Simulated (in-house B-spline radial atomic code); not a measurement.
Inner levels of cerium as electrons are removed. A shift is the extra binding of the orbital against the neutral atom ([Xe] 4f1 5d1 6s2). Computed with a B-spline radial code for spherical atoms: non-relativistic Hartree-Fock, average of the configuration, point nuclei.

This level leaves out relativity, spin-orbit splitting included, which matters for heavy ions.

```tsv
ion	configuration	shift of 1s (eV)	radius of 1s (bohr)	Σ<r²> (bohr²)	change of density at nucleus (bohr⁻³)
Ce51+	[He] 2s2 2p3	4401.53	0.026101	0.059027	-1921.46
Ce52+	[He] 2s2 2p2	?	?	?	?
Ce53+	[He] 2s2 2p1	5097.1	0.026062	0.038131	-1385.62
Ce54+	[He] 2s2	?	?	?	?
Ce55+	[He] 2s1	5755.72	0.02604	0.014847	-8233.48
Ce56+	1s2	6062.98	0.02603	0.0018084	-15513.7
Ce57+	1s1	7044.87	0.025862	0.0008918	-76196.1
```

Problem. Fill in the row of Ce52+.

Solution. shift of 1s (eV): 4747.26; radius of 1s (bohr): 0.026082; Σ<r²> (bohr²): 0.048421; change of density at nucleus (bohr⁻³): -1655.62.

Problem. Fill in the row of Ce54+.

Solution. shift of 1s (eV): 5451.02; radius of 1s (bohr): 0.026042; Σ<r²> (bohr²): 0.028146; change of density at nucleus (bohr⁻³): -1111.42.
